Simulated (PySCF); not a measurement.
C2H7NOSSi.
Numbering: `[CH3:1][S:2][SiH2:3][NH:4][CH:5]=[O:6]` (hydrogens: H7, H8, H9 on C1; H10, H11 on Si3; H12 on N4; H13 on C5)

The calculation used PBE0-D3(BJ)/def2-SVP geometry optimisation, gas phase in PySCF 2.14.0.

Problem. What internal coordinates does the optimisation give?

Solution. 
| bond | length (pm) |
| --- | --- |
| C1–S2 | 182.2 |
| S2–Si3 | 214.1 |
| Si3–N4 | 177.2 |
| N4–C5 | 135.9 |
| C5=O6 | 121.1 |
| C1–H7, C1–H8, C1–H9 | 109.9 |
| Si3–H10, Si3–H11 | 148.9 |
| N4–H12 | 101.4 |
| C5–H13 | 111.5 |

Bonds in one row agree within 1 pm and their mean is given. A selection of angles:
| angle | degrees |
| --- | --- |
| S2–C1–H7 | 111.5 |
| S2–C1–H9 | 106.7 |
| H7–C1–H8 | 109.9 |
| C1–S2–Si3 | 98.8 |
| S2–Si3–N4 | 102.2 |
| S2–Si3–H10 | 110.7 |
| N4–Si3–H10 | 111.4 |
| H10–Si3–H11 | 109.9 |
| Si3–N4–C5 | 117.3 |
| Si3–N4–H12 | 124.1 |
| C5–N4–H12 | 118.6 |
| N4–C5–O6 | 122.4 |
| N4–C5–H13 | 114.8 |
| O6–C5–H13 | 122.8 |

Dihedral angles: C1–S2–Si3–N4 -178° (antiperiplanar); S2–Si3–N4–C5 179° (antiperiplanar); Si3–N4–C5–O6 0° (synperiplanar). The mirror-image conformer, all signs reversed, is as good.

The 6 heavy atoms lie in one plane (0.015 Å rms). N4 (amide nitrogen) is planar (angles 124.1°, 118.6° and 117.3°, sum 360.0°, 0.00 Å off the plane of its three neighbours). Si3 (SiH2 silicon) is distorted tetrahedral (angles from 102.2° to 111.4°).

Point group: near Cs, missed by 0.20 Å at most; the miss may be what the optimiser left on a soft mode. Stationary, but not proved a minimum. The numbers are those of one conformer.
